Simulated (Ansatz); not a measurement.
A nudged elastic band was laid between two geometries of BH3S + BrH (7 atoms, charge 0, multiplicity 1).

Computed with Ansatz 0.2.0, RKS CAM-B3LYP/def2-SVP.

```json
{
 "movable images": "9",
 "climbing image": "yes",
 "spring": "5.0 eV/Å²",
 "optimiser": "quadratic models (default)",
 "start path": "through a guess of the saddle point",
 "force threshold": "0.2 eV/Å",
 "iteration limit": "60",
 "end points": "relaxed"
}
```

Image 0:

```xyz
7
Properties=species:S:1:pos:R:3
B -0.632 -0.350 -1.112
S 1.057 0.035 -0.727
H -0.921 -1.514 -1.073
H -1.421 0.509 -1.394
H 0.682 -0.084 1.901
Br 0.220 0.023 3.249
H 1.015 1.380 -0.844
```

Image 10:

```xyz
7
Properties=species:S:1:pos:R:3
B -0.805 -0.296 -0.154
S 1.129 0.157 -0.621
H -0.817 -1.483 -0.364
H -1.398 0.405 -0.936
H 1.771 -0.386 0.438
Br -1.099 0.193 1.757
H 1.219 1.410 -0.121
```

Task: Which bonds break or form, and what moves?

Result: Bonds broken: H5–Br6. Bonds formed: B1–Br6, S2–H5. BH3S + BrH becomes BBrH4S.

Task: What energy profile does the band end with?

Result: The forces met the threshold. The highest image is number 6 of 0 to 10, 0.71 eV above the first end and 0.87 eV above the last; the last end lies 0.16 eV below the first. The threshold of 0.2 eV/Å is loose, so the images may lie well off the minimum-energy path. The order of the stationary point at the top wasn't checked. The orbitals stay closed-shell, which can raise the energy where a bond breaks towards radicals; this wasn't checked here.

| image | path coordinate (Å) | energy (eV) | H5–Br6 (Å) | B1–Br6 (Å) | S2–H5 (Å) |
| --- | --- | --- | --- | --- | --- |
| 0 | 0.00 | 0.00 | 1.43 | 4.46 | 2.66 |
| 1 | 0.41 | 0.00 | 1.43 | 4.17 | 2.70 |
| 2 | 0.81 | 0.01 | 1.43 | 3.86 | 2.73 |
| 3 | 1.22 | 0.03 | 1.43 | 3.50 | 2.63 |
| 4 | 1.63 | 0.12 | 1.43 | 3.13 | 2.41 |
| 5 | 2.03 | 0.38 | 1.47 | 2.73 | 2.09 |
| 6 | 2.44 | 0.71 | 1.65 | 2.37 | 1.70 |
| 7 | 2.91 | 0.25 | 2.11 | 2.09 | 1.40 |
| 8 | 3.37 | -0.05 | 2.66 | 2.01 | 1.35 |
| 9 | 3.83 | -0.13 | 3.00 | 2.00 | 1.35 |
| 10 | 4.30 | -0.16 | 3.21 | 1.99 | 1.35 |

Task: What is the geometry of the highest image?

Result: 
```xyz
7
Properties=species:S:1:pos:R:3
B -0.591 -0.336 -0.412
S 1.282 0.056 -0.604
H -0.836 -1.496 -0.554
H -1.341 0.535 -0.739
H 0.828 0.007 1.039
Br -0.534 -0.164 1.947
H 1.190 1.398 -0.676
```

The band took 8 iterations and roughly 4 core-minutes.

Run time: 2.1 min on 2 threads of Arm Neoverse V2 (shared host), peak memory 0.2 GiB.
